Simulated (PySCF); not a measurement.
## Cost of excited-state runs on SMILES CCCC(=O)OC, C₅H₁₀O₂

Molfile (atoms numbered from 1):
```
C5H10O2
     RDKit          3D

 17 16  0  0  0  0  0  0  0  0999 V2000
   -2.2887    0.5579    0.1668 C   0  0  0  0  0  0  0  0  0  0  0  0
   -1.6949   -0.7918   -0.2059 C   0  0  0  0  0  0  0  0  0  0  0  0
   -0.3924   -1.1009    0.5153 C   0  0  0  0  0  0  0  0  0  0  0  0
    0.7576   -0.2352    0.0694 C   0  0  0  0  0  0  0  0  0  0  0  0
    0.7761    0.4517   -0.9188 O   0  0  0  0  0  0  0  0  0  0  0  0
    1.7980   -0.3363    0.9066 O   0  0  0  0  0  0  0  0  0  0  0  0
    2.9484    0.4096    0.5519 C   0  0  0  0  0  0  0  0  0  0  0  0
   -2.4895    0.6227    1.2487 H   0  0  0  0  0  0  0  0  0  0  0  0
   -1.6044    1.3759   -0.1034 H   0  0  0  0  0  0  0  0  0  0  0  0
   -3.2396    0.7329   -0.3584 H   0  0  0  0  0  0  0  0  0  0  0  0
   -1.5098   -0.8263   -1.2914 H   0  0  0  0  0  0  0  0  0  0  0  0
   -2.4171   -1.5939    0.0166 H   0  0  0  0  0  0  0  0  0  0  0  0
   -0.0811   -2.1455    0.3421 H   0  0  0  0  0  0  0  0  0  0  0  0
   -0.4914   -1.0026    1.6088 H   0  0  0  0  0  0  0  0  0  0  0  0
    2.7197    1.4846    0.5034 H   0  0  0  0  0  0  0  0  0  0  0  0
    3.6950    0.2154    1.3308 H   0  0  0  0  0  0  0  0  0  0  0  0
    3.3337    0.0969   -0.4301 H   0  0  0  0  0  0  0  0  0  0  0  0
  1  2  1  0
  2  3  1  0
  3  4  1  0
  4  5  2  0
  4  6  1  0
  6  7  1  0
  1  8  1  0
  1  9  1  0
  1 10  1  0
  2 11  1  0
  2 12  1  0
  3 13  1  0
  3 14  1  0
  7 15  1  0
  7 16  1  0
  7 17  1  0
M  END
```

PySCF with density fitting, on 1 thread of an Intel Xeon Platinum 8488C, shared host. Command: `OMP_NUM_THREADS=1 python excited_run.py task.json out`

Problem. How long does each of these runs take, and how much memory?
- first hyperpolarisability, CAM-B3LYP/aug-cc-pVDZ; writes grids
- excited states, CAM-B3LYP/def2-TZVP; Tamm-Dancoff; spin-orbit couplings; 6 states; 5 triplets; quadratic response for 4 states; IEF-PCM acetonitrile
- excited states, CAM-B3LYP/def2-TZVP; Tamm-Dancoff; spin-orbit couplings; 6 states; 5 triplets; quadratic response for 4 states; writes grids
- excited states, CAM-B3LYP/aug-cc-pVDZ; two-photon moments; 8 states; quadratic response for 6 states; 0 triplets

Solution. 
| run | level | basis functions | wall time | peak memory (GiB) |
| --- | --- | --- | --- | --- |
| first hyperpolarisability | CAM-B3LYP/aug-cc-pVDZ | 251 | 54 s | 1 |
| excited states | CAM-B3LYP/def2-TZVP | 277 | 61 s | 1.2 |
| excited states | CAM-B3LYP/def2-TZVP | 277 | 69 s | 1.2 |
| excited states | CAM-B3LYP/aug-cc-pVDZ | 251 | 65 s | 1.1 |

Times from a shared host are rough.
